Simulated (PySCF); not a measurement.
Species: B₂ClH₇P₂.
Numbering: `[Cl:1][BH-:2]1[PH2+:3][BH2-:4][PH2+:5]1` (hydrogens: H6 on B2; H7, H8 on P3; H9, H10 on B4; H11, H12 on P5)

Method: PBE0-D3(BJ)/def2-SVP geometry optimisation, gas phase in PySCF 2.14.0.

(1) Give the optimised bond lengths and angles.

Answers

(1) 
```json
{"bond": "Cl1–B2", "length (Å)": "1.810", "order": "single"}
{"bond": "B2–P3, B2–P5", "length (Å)": "1.983", "order": "single"}
{"bond": "P3–B4, B4–P5", "length (Å)": "1.972", "order": "single"}
{"bond": "B2–H6", "length (Å)": "1.219", "order": "single"}
{"bond": "P3–H7, P5–H12", "length (Å)": "1.416", "order": "single"}
{"bond": "P3–H8, P5–H11", "length (Å)": "1.416", "order": "single"}
{"bond": "B4–H9", "length (Å)": "1.217", "order": "single"}
{"bond": "B4–H10", "length (Å)": "1.209", "order": "single"}
```

Bonds in one row agree within 0.01 Å and their mean is given. Orders are formal, as drawn. A selection of angles:
```json
{"angle": "Cl1–B2–P3", "degrees": "121.1"}
{"angle": "Cl1–B2–H6", "degrees": "116.3"}
{"angle": "P3–B2–P5", "degrees": "85.5"}
{"angle": "P3–B2–H6", "degrees": "103.9"}
{"angle": "B2–P3–B4", "degrees": "90.2"}
{"angle": "B2–P3–H7", "degrees": "113.2"}
{"angle": "B2–P3–H8", "degrees": "118.5"}
{"angle": "B4–P3–H7", "degrees": "114.1"}
{"angle": "B4–P3–H8", "degrees": "120.0"}
{"angle": "H7–P3–H8", "degrees": "101.6"}
{"angle": "P3–B4–P5", "degrees": "86.1"}
{"angle": "P3–B4–H9", "degrees": "106.5"}
{"angle": "P3–B4–H10", "degrees": "118.3"}
{"angle": "P5–B4–H9", "degrees": "106.4"}
{"angle": "H9–B4–H10", "degrees": "116.7"}
{"angle": "B2–P5–H11", "degrees": "118.1"}
```

Torsions: Cl1–B2–P3–B4 -145° (anticlinal); B2–P3–B4–P5 21° (synperiplanar); P3–B4–P5–B2 -21° (synperiplanar); Cl1–B2–P5–B4 145° (anticlinal).

The 4-membered ring B2–P3–B4–P5 has internal angles of 85.5° to 90.2°; it is puckered, 0.19 Å rms from its mean plane, widest ring torsion 21°. P3 (phosphorus bonded to 2 B and 2 H) has angles from 90.2° to 120.0°. B2 (four-coordinate boron) has angles from 85.5° to 121.2°. B4 (four-coordinate boron) has angles from 86.1° to 118.3°.

Point group: Cs (every atom within 0.08 Å of its image). PBE0-D3(BJ)/def2-SVP frequencies: not computed here. One conformer, not necessarily the lowest.
